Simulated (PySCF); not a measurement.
## V (vanadium, neutral) across methods

[Ar] 3d3 4s2, high-spin 4F determinant. Computed with PySCF 2.14 in aug-cc-pwCVTZ-DK (10s9p7d4f3g, 127 functions), with scalar relativity by spin-free X2C-1e.

```
method  E (hartree)  mean ε 3d α (eV)  mean ε 4s α (eV)  mean ε 4s β (eV)  Σ⟨r²⟩ (bohr²)   ⟨S²⟩
  BP86     -949.317            -6.348            -5.083            -4.426          44.52  3.756
r2SCAN     -949.143            -6.879            -5.129            -4.330          45.07  3.770
   LDA     -946.973            -6.275            -5.110            -4.424          44.37  3.756
  PBE0     -948.977            -8.160            -5.548            -4.887          44.91  3.756
   PBE     -948.951            -6.238            -4.938            -4.272          44.83  3.756
   UHF   -948.14314           -13.751            -6.788            -5.912          47.25  3.763
 B97-3     -949.071            -8.191            -5.419            -4.885          44.98  3.754
M06-2X     -949.187            -9.920            -5.871            -5.654          44.92  3.752
```
